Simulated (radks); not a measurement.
Task: The mean radii <r> (bohr) of the occupied orbitals of an atom or ion are listed with their occupations. Method: non-relativistic Kohn-Sham, TPSS, spin-polarised, spherical densities, point nucleus; meta-GGA in the generalised Kohn-Sham scheme; computed with a radial shooting solver on a logarithmic mesh with Libxc functionals.

orbital  occ.      <r>
1s up       1  0.03718
1s down     1  0.03717
2s up       1   0.1605
2s down     1   0.1604
2p up       3   0.1375
2p down     3   0.1375
3s up       1   0.3935
3s down     1   0.3947
3p up       2   0.3785

Name the element and its charge. Open shells, if any, are filled with parallel spins first.

Result: Z = 41, niobium, charge +27: Nb27+ in [Ne] 3s2 3p2. The 1s radius gives Z: for a bare nucleus <r> = 1.5/Z, 0.03659 bohr for Z = 41, and screening makes it slightly larger (0.03718 here). The occupations add up to 14, and the charge is Z minus that.
